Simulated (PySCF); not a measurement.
Oscillator strengths, rates and cross-sections

Species: C4H10O3Si.
Bonds: C1–O2, O2–Si3, Si3–O4, O4–C5, C5–C6, C6–C7, C6–O8 (double). Hydrogens: H9, H10, H11 on C1; H12, H13 on Si3; H14, H15 on C5; H16, H17, H18 on C7.

Computed, not measured: PySCF 2.14.0, density-fitted response routines, TDDFT wB97X-D/def2-SVPD, vertical, gas phase, core orbitals frozen in the response. Geometry: PBE0-D3(BJ)/def2-SVP, one conformer, isolated molecule. Torsions of this conformer, `[CH3:1][O:2][SiH2:3][O:4][CH2:5][C:6]([CH3:7])=[O:8]`: C1–O2–Si3–O4 -121°, O2–Si3–O4–C5 38°, Si3–O4–C5–C6 40°, O4–C5–C6–C7 169°.

Computed singlets with f of 0.002 or more:

```json
{"state": "S2", "ν̃ (cm⁻¹)": "53630", "f": "0.013"}
{"state": "S4", "ν̃ (cm⁻¹)": "60160", "f": "0.026"}
{"state": "S5", "ν̃ (cm⁻¹)": "61610", "f": "0.0034"}
{"state": "S6", "ν̃ (cm⁻¹)": "61750", "f": "0.012"}
```

Problem. Turn these into Einstein A coefficients, radiative lifetimes, transition dipoles and integrated cross-sections.

Solution. Relations used (vacuum, state to state): A = 0.6670 f ν̃² s⁻¹ (ν̃ in cm⁻¹); τ = 1/A; f = (2/3) ΔE |μ|² in atomic units; ∫σ dE = 109.76 f Mb·eV.

```tsv
state	A (s⁻¹)	τ	|μ| (D)	∫σ dE (Mb·eV)
S2	2.5×10⁷	40 ns	0.72	1.4
S4	6.3×10⁷	16 ns	0.96	2.8
S5	8.6×10⁶	120 ns	0.34	0.37
S6	3.0×10⁷	34 ns	0.64	1.3
```

These lifetimes count emission to the ground state at the vertical energy alone; relaxation of the geometry and all other decay channels are left out.

Problem. Suppose S2 emitted 0.3 eV lower with the same transition dipole. How would A change?

Solution. At fixed |μ|, A goes as the cube of the energy: (6.35/6.65)³ = 0.87, which makes τ about 46 ns.

Problem. By what factor does the largest A in the list exceed the smallest?

Solution. S4 has 7.3 times the rate of S5.

Problem. How much energy does a mole of photons resonant with S4 carry?

Solution. 7.460 eV × 96.485 = 720 kJ/mol (172 kcal/mol).

The run took about 2.7 min of CPU time (one thread, shared machine).
